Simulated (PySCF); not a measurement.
Molecular orbitals of GaN⁺

PBE at R = 2.595 Å; PySCF, no relativity, basis sets Ga aug-pcseg-1, N aug-pcseg-1. State: ⁴Σ⁻ (quartet), unpaired electrons σ ↑, π ↑↑. Only the outer orbitals are listed, counted within each symmetry.

```
spin  orbital  occ.  ε (eV)  on Ga (%)  main shells (%)
   α       8σ     1  -25.89          2           98 N s
   α       9σ     1  -16.20         69  69 Ga s, 28 N p
   α       4π     1  -14.16          1           99 N p
   α       4π     1  -14.16          1           99 N p
   α      10σ     1  -13.95         33  68 N p, 29 Ga s
   α       5π     0   -8.80         99          99 Ga p
   α       5π     0   -8.80         99          99 Ga p
   α      11σ     0   -7.93         97          95 Ga p
   β       8σ     1  -21.56          3           96 N s
   β       9σ     1  -15.62         94          94 Ga s
   β      10σ     0  -10.86         29  70 N p, 25 Ga p
   β       4π     0  -10.17         15  84 N p, 14 Ga p
   β       4π     0  -10.17         15  84 N p, 14 Ga p
```

Question: Which are the highest filled and the lowest empty level, where do they sit, and how wide is the gap?

Answer: Highest filled α 10σ at -13.95 eV (in %: 68 N p, 29 Ga s); lowest empty β 10σ at -10.86 eV (in %: 70 N p, 25 Ga p); the gap at PBE is 3.09 eV.

- bond order (Mayer): 0.24
- ⟨S²⟩: 3.754
- charge on Ga (Mulliken, basis-dependent): 0.98
- charge on Ga (Löwdin, basis-dependent): 1.01
- dipole moment (positive dipole points towards N; it is taken about the centre of mass and depends on that origin): -0.73 D
- polarisability along the bond: 42.3 bohr³
- polarisability across the bond: 24.2 bohr³

Spin–orbit coupling is left out. The state is the lowest determinant that a PBE0 search found; another state may lie lower at other levels.
